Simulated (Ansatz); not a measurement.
Reaction (ligand exchange at the Si–C bond): `O[SiH2][CH2][GeH3]` + `[OH][GeH3]` → `O[SiH2][O][GeH3]` + `[CH3][GeH3]`

Calculated with Ansatz (gas phase, PBE0-D4/def2-TZVP geometries, no zero-point term in ΔE). CCSD(T)/CBS adds triple-zeta CCSD(T) − MP2 to the extrapolated MP2 energy (def2 sets, frozen cores). DFT in def2-TZVPP. HSE06 is defined as in plane-wave codes. For Ge outer-core shells are correlated without core-valence functions, which leaves a few kJ/mol of doubt a bond. Scalar relativity is left out up to krypton. Each species was taken in one conformer, which may not be the lowest.

`O[SiH2][CH2][GeH3]`:

```xyz
12

O     0.852   -1.174   -1.585
Si    0.724    0.429   -1.212
C     0.248    0.700    0.567
Ge   -1.237   -0.433    1.164
H     1.601   -1.660   -1.241
H     2.008    1.130   -1.504
H    -0.343    0.950   -2.100
H     1.101    0.524    1.229
H    -0.046    1.747    0.697
H    -0.762   -1.887    1.315
H    -1.761    0.059    2.526
H    -2.386   -0.384    0.144
```

`[OH][GeH3]`:

```xyz
6

O     0.073    0.245   -1.348
Ge   -0.185   -0.144    0.372
H     0.921    0.664   -1.509
H    -1.571   -0.793    0.410
H    -0.143    1.145    1.215
H     0.906   -1.117    0.860
```

`O[SiH2][O][GeH3]`:

Cartesian coordinates in Å:
```
O -1.752 -1.093 -0.580
Si -1.257 0.449 -0.300
O 0.087 0.528 0.616
Ge 1.760 -0.025 0.372
H -2.119 -1.584 0.157
H -2.299 1.210 0.434
H -1.006 0.999 -1.653
H 1.863 -1.466 0.893
H 2.636 0.931 1.190
H 2.087 0.049 -1.129
```

`[CH3][GeH3]`:

```xyz
8

C     0.392    0.301    0.910
Ge   -0.347   -0.266   -0.806
H     1.141    1.079    0.761
H    -0.398    0.696    1.550
H     0.862   -0.543    1.417
H    -1.006    0.924   -1.526
H    -1.409   -1.361   -0.598
H     0.765   -0.829   -1.709
```

(1) Is it downhill or uphill in electronic energy at CCSD(T)/CBS, and by how much? (Estimate.)

(2) What do these levels give: ωB97M-V, PBE0, r2SCAN0, HSE06, CAM-B3LYP, HF/CBS(def2)? (An estimate is asked.)

Largest T1 diagnostic among the species: 0.012.

Results:

(1) The calculation gave: Downhill: ΔE = -121.7 kJ/mol.

(2) The calculation gave: ωB97M-V -121.5, PBE0 -116.2, r2SCAN0 -123.9, HSE06 -116.0, CAM-B3LYP -130.7, HF/CBS(def2) -144.9 kJ/mol.

The D4 term adds +3.1 kJ/mol with B3LYP and +1.7 kJ/mol with PBE0; it sums over pairs of atoms, weighted by their polarisabilities, and B3LYP, whose exchange is more repulsive, gets the larger term. From BLYP to BHLYP (50 % exact exchange), in def2-TZVPP and without D4, ΔE moves by −8.6 kJ/mol.

B3LYP here is the variant with VWN-RPA as its local correlation; programs differ in this.
